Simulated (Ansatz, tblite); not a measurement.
Removing and adding an electron: Mo(NH)2F2 (MoN2F2H2). The state is a singlet with charge 0. Geometry: PBE-D4/def2-SVP. Ansatz, gas phase; energy differences of separate SCF runs; the oxidised species was run as a doublet alone; the reduced species was run as a doublet alone.

Cartesian coordinates in Å:
```
Mo 0.261 0.308 0.378
N -1.458 0.185 0.186
H -2.322 -0.158 -0.251
N 1.028 -0.694 -0.812
H 1.045 -1.349 -1.602
F 0.698 -0.371 2.065
F 0.749 2.080 0.035
```

In the def2 sets Mo takes a core potential; there is no spin–orbit coupling. The xTB rows come from tblite.

```json
{"level": "GFN2-xTB", "−HOMO (eV)": "11.22", "vertical IE (eV)": "14.94", "−LUMO (eV)": "8.52", "vertical EA (eV)": "5.05", "HOMO–LUMO gap (eV)": "2.70", "IE − EA (eV)": "9.89", "remarks": "–"}
{"level": "PBE-D4/def2-TZVPD", "−HOMO (eV)": "7.10", "vertical IE (eV)": "–", "−LUMO (eV)": "3.09", "vertical EA (eV)": "0.10", "HOMO–LUMO gap (eV)": "4.01", "IE − EA (eV)": "–", "remarks": "HOMO above zero (-1 doublet), restricted SCF unstable in HF (singlet)"}
{"level": "PBE0-D4/def2-TZVP", "−HOMO (eV)": "8.46", "vertical IE (eV)": "10.48", "−LUMO (eV)": "2.31", "vertical EA (eV)": "–", "HOMO–LUMO gap (eV)": "6.15", "IE − EA (eV)": "–", "remarks": "restricted SCF unstable in HF (singlet), spin-contaminated (⟨S²⟩ 0.85) (+1 doublet)"}
{"level": "PBE0-D4/def2-TZVPD", "−HOMO (eV)": "8.47", "vertical IE (eV)": "–", "−LUMO (eV)": "2.35", "vertical EA (eV)": "0.44", "HOMO–LUMO gap (eV)": "6.13", "IE − EA (eV)": "–", "remarks": "HOMO above zero (-1 doublet), restricted SCF unstable in HF (singlet)"}
```

Q: Estimate the rows for GFN1-xTB, PBE-D4/def2-TZVP, r2SCAN-D4/def2-TZVP, r2SCAN-D4/def2-TZVPD.

A: 
```csv
level,−HOMO (eV),vertical IE (eV),−LUMO (eV),vertical EA (eV),HOMO–LUMO gap (eV),IE − EA (eV),remarks
GFN1-xTB,11.84,15.19,8.23,5.05,3.61,10.14,–
PBE-D4/def2-TZVP,7.07,10.31,3.03,–,4.04,–,restricted SCF unstable in HF (singlet)
r2SCAN-D4/def2-TZVP,7.38,10.34,3.01,–,4.37,–,restricted SCF unstable in HF (singlet)
r2SCAN-D4/def2-TZVPD,7.39,–,3.03,0.14,4.36,–,"HOMO above zero (-1 doublet), restricted SCF unstable in HF (singlet)"
```

   A HOMO above zero means that the electron is unbound at that level or that self-interaction error raises the level; the energy of removing that electron tells which. Raw xTB energy differences between charge states are shifted by several eV; the methods need an empirical correction for them.
